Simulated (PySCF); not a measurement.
Molecule: H5F2NO3Si2, SMILES [SiH](N[Si](O)(O)O)(F)F. Atoms near the plane z = 0.8 Å, at the PBE0/def2-SVP optimised geometry (x, y, z in Å): F3 (-2.3, -2.2, -0.1), Si5 (0.3, 0.0, 0.0), O6 (-0.2, 1.6, 0.0), O7 (1.9, 0.0, 0.0), O8 (-0.2, -0.9, 1.3), H11 (0.4, 2.2, 0.5), H12 (2.3, -0.8, 0.3), H13 (-1.1, -1.2, 1.3).

Computed with PBE0/def2-TZVP (PySCF 2.14.0). The values are rescaled to run from 0 to 1.

```
|666666666666666666666666666|
|666666666666666666666666666|
|666666666666666666666666666|
|666666666666666666666666666|
|666666666666666666666666666|
|666666666666666666666666666|
|666666666655556666666666666|
|666666666554345666666666666|
|666666666543224566666666666|
|666666666542124566666666666|
|666666666553334566666666666|
|666666666655555666655666666|
|666666666666666666655666666|
|666666666778887766666666666|
|666666666789987666766666666|
|666666666778755566776666666|
|666666666665102456666666666|
|666666666653002456666666666|
|666666666654323456666666666|
|666666666655444556666666666|
|666666666665555566666666666|
|666666666666656666666666666|
|666666666666666666666666666|
|666666666666666666666666666|
|666666666666666666666666666|
|666666666666666666666666666|
|666666666666666666666666666|
```
Scale: ten equal steps from 0.000 (start of '0') to 1.00 (end of '9'), in the order '0123456789'; x runs from -4.50 to 4.50, y from -4.50 (bottom) to 4.50 (top).

### Question
Which quantity is mapped?
A) Laplacian of the electron density
B) deformation density (molecule minus spherical neutral atoms)
C) an orbital amplitude
D) log10 of the electron density

### Answer
C, an orbital amplitude. In full: HOMO−1 amplitude (bohr^(-3/2)).
